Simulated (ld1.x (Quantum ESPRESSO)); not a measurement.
## gallium ultrasoft: all-electron and pseudo phase curves

Ga (Z = 31), ultrasoft, made with ld1.x (Quantum ESPRESSO) 7.5 (BLYP, scalar-relativistic). Core [Ar], reference 3d10 4s2 4p1. Waves: 4s (bound): rcut 1.30, rcutus 1.75 bohr; 4s channel at 2.7 Ry: rcut 1.30, rcutus 1.75 bohr; 4p (bound): rcut 1.70, rcutus 1.95 bohr; 4p channel at 1.25 Ry: rcut 1.70, rcutus 1.95 bohr; 3d (bound): rcut 1.15, rcutus 1.40 bohr; 3d channel at -0.85 Ry: rcut 1.15, rcutus 1.40 bohr. Local part: all-electron potential smoothed inside 1.10 bohr (lloc = -1). Core correction: none. Augmentation charge: PSQ, inside the norm-conserving radii.

The phase is arctan(r·u′/u) with u = r·R(r), unwrapped; energies in Ry, scanned from -3 to 5 Ry. A pole is an energy at which the radial function vanishes at the test radius. The pseudo phase is shifted by a multiple of π to meet the all-electron one at the reference energy, and phase errors are pseudo minus all-electron; the curves can meet again beyond the range given. Levels narrower than the energy grid can be missing from the lists of poles. Where the grid stepped over a known ghost or core level, its pole and its step of π were put in at the level’s energy.

```
channel  radius (bohr)  reference energy (Ry)  poles, all-electron  poles, pseudo  unbroken range about the reference energy with phases within 0.05 rad  phase error 1 Ry above the reference energy (rad)
      s           2.14                  -0.65                 1.94    -2.35, 1.94                                                             above -2.3                                             +0.000
      p           2.14                  -0.18                 3.34           3.31                                                        the whole range                                             +0.000
      d           2.14                  -1.40                -1.28          -1.28                                                        the whole range                                             -0.000
```

Note: ghost state, extra bound levels that the all-electron valence spectrum of the same l lacks: s at -31.9 eV. A true bound ghost makes a file unfit for plane-wave use.

Phases in the s channel:

| E (Ry) | all-electron | pseudo |
| --- | --- | --- |
| -3.00 | 1.200 | 4.340 |
| -2.52 | 1.133 | 4.271 |
| -2.04 | 1.025 | 1.026 |
| -1.56 | 0.819 | 0.819 |
| -1.08 | 0.353 | 0.353 |
| -0.60 | -0.482 | -0.482 |
| -0.12 | -1.048 | -1.048 |
| 0.36 | -1.296 | -1.296 |
| 0.84 | -1.424 | -1.424 |
| 1.32 | -1.502 | -1.502 |
| 1.80 | -1.557 | -1.557 |
| 2.28 | -1.600 | -1.600 |
| 2.76 | -1.637 | -1.637 |
| 3.24 | -1.672 | -1.672 |
| 3.72 | -1.707 | -1.707 |
| 4.20 | -1.745 | -1.745 |
| 4.68 | -1.790 | -1.791 |
